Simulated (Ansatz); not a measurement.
C4H6Cl2Si (`C=C[Si](Cl)(Cl)C=C`) at its PBE0-D4/def2-TZVP geometry, where that method's forces vanish. Total charge 0; spin multiplicity 1.

```xyz
13

C     0.3593    0.7461   -1.8178
C     1.1469    0.7583   -0.7461
Si    0.5246    0.5292    0.9788
Cl    2.0816   -0.1771    2.1181
Cl   -0.0218    2.3433    1.7746
C    -0.9241   -0.6063    1.1294
C    -1.2042   -1.5655    0.2518
H    -0.7121    0.5855   -1.7433
H     0.7512    0.9037   -2.8184
H     2.2131    0.9304   -0.8776
H    -1.5661   -0.4847    1.9997
H    -0.5937   -1.7339   -0.6300
H    -2.0545   -2.2289    0.3809
```

What forces (eV/Å) does PBE-D4/def2-TZVPP give on these atoms in Ansatz 0.2.0? (Best estimate.)

Ansatz gave: 
```
C1  -0.200 -0.005 -0.295
C2   0.175 -0.002  0.306
Si3 -0.024 -0.032 -0.052
Cl4  0.235 -0.124  0.171
Cl5 -0.090  0.283  0.109
C6   0.105  0.263  0.209
C7  -0.087 -0.259 -0.228
H8  -0.226 -0.033  0.001
H9   0.070  0.032 -0.221
H10  0.230  0.037 -0.014
H11 -0.129  0.036  0.190
H12  0.119 -0.047 -0.190
H13 -0.179 -0.150  0.015
```
